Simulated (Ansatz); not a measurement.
```yaml
crystal:
  periodic: [false, false, false]
  atoms:
    - {symbol: Sn, position_ang: [0.463655, -0.408904, -0.469416]}
    - {symbol: Te, position_ang: [0.700968, -0.945690, 2.157922]}
    - {symbol: Te, position_ang: [-1.164623, 1.354585, -1.688495]}
basis:
  gaussian: {orbitals: STO-3G}
total_charge: -1
magnetization: {spin_polarized: false, initial_magnetization: 1}
hamiltonian: {xc: {name: B97M-V}}
scf: {lower_state_search: full}
output: {forces: true}
```

```sh
$ ansatz run in.yaml --threads 4 --pin off --events-out ev --progress --plain --max-ram 3916MiB
```

Shortened log:

```
Functional definition: B97M-V
920 factors; integrals over basis functions are off by at most 1.6e-5 eV
mean field evaluation 1: about -518721.6486 eV, gradient 2.2e1 eV
mean field evaluation 2: about -518721.6274 eV, gradient 2.2e1 eV
mean field evaluation 4: about -518725.9031 eV, gradient 6.2e-1 eV
mean field evaluation 8: about -518725.9130 eV, gradient 7.1e-2 eV
mean field evaluation 16: about -518723.9362 eV, gradient 7.1e0 eV
mean field evaluation 32: about -518725.1383 eV, gradient 2.1e0 eV
mean field evaluation 64: about -518713.2803 eV, gradient 9.7e0 eV
mean field evaluation 96: about -518695.7146 eV, gradient 5.7e1 eV
mean field evaluation 128: about -518725.9131 eV, gradient 8.8e-5 eV
mean field -518725.91309695 eV, -19062.8257012608 hartree, gradient 7.3e-5 eV, S^2 0.750000; 9 other end points of the search recorded, 0 dependent functions left out
reference -518725.91313030 eV, -19062.8257024861 hartree; 78, 77 occupied and 3, 4 virtual orbitals, 920 factors
Total energy: -518725.91313030 eV, -19062.8257024861 hartree
Atom 0 at     0.463655    -0.408904    -0.469416 Å, force    -0.721437     0.636242     0.730404 eV/Å
Atom 1 at     0.700968    -0.945690     2.157922 Å, force    -0.298131     0.494242    -1.723598 eV/Å
Atom 2 at    -1.164623     1.354585    -1.688495 Å, force     1.019569    -1.130483     0.993194 eV/Å
Dipole moment:     0.255075    -0.224952    -0.258245 e Å
```

Run time 24 s (4 threads of Arm Neoverse V2 on a shared host).

The highest occupied level of an anion often lies above zero with these methods, and sets without diffuse functions describe the outer electron poorly.

With spin_polarized false and unpaired electrons the run is restricted open-shell.

The dipole of an ion depends on the origin.
